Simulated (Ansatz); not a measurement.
Stepwise reaction of `[F][Ga]([F])[F]` with water, as a gas-phase model of exchange steps in deposition or etching. ΔE in kJ/mol; ΔG adds harmonic PBE0-D4 terms to CCSD(T)/CBS, at 1 bar.

Isolated molecules relaxed with PBE0-D4/def2-TZVP in Ansatz; ΔE leaves out vibrations. CCSD(T)/CBS adds triple-zeta CCSD(T) − MP2 to the extrapolated MP2 energy (def2 sets, frozen cores). This one scheme is used for every species. Functionals use def2-TZVPP. B3LYP here is the variant with VWN-RPA as its local correlation; programs differ in this. For Ga outer-core shells are correlated without core-valence functions, which leaves a few kJ/mol of doubt a bond. Scalar relativity is left out up to krypton. One conformer a species, not always the lowest.

| step | reaction | PBE-D4 | B3LYP-D4 | ωB97M-V | CCSD(T)/CBS | ΔG(600 K) |
| --- | --- | --- | --- | --- | --- | --- |
| 1 | `[F][Ga]([F])[F]` + H₂O → `[OH][Ga]([F])[F]` + H–F | 14.3 | 16.1 | 16.7 | 11.5 | 6.1 |
| 2 | `[OH][Ga]([F])[F]` + H₂O → `[OH][Ga]([OH])[F]` + H–F | 20.1 | 21.7 | 21.9 | 16.3 | 19.7 |
| 3 | `[OH][Ga]([OH])[F]` + H₂O → `[OH][Ga]([OH])[OH]` + H–F | 25.0 | 26.4 | 26.3 | 20.2 | 28.8 |

**Question.** By hand: ΔE of the 3 steps together at CCSD(T)/CBS.

**Answer.** (11.5) + (16.3) + (20.2) = 48.0 kJ/mol, or 16.0 kJ/mol a step.

In ΔE each step is higher than the one before. All are uphill at CCSD(T)/CBS. ΔG lies between 6.1 and 28.8 kJ/mol a step. PBE-D4 differs from CCSD(T)/CBS by 2.8 to 4.8 kJ/mol a step. Isolated molecules leave out the surface, adducts and barriers. Largest T1 diagnostic: 0.015.
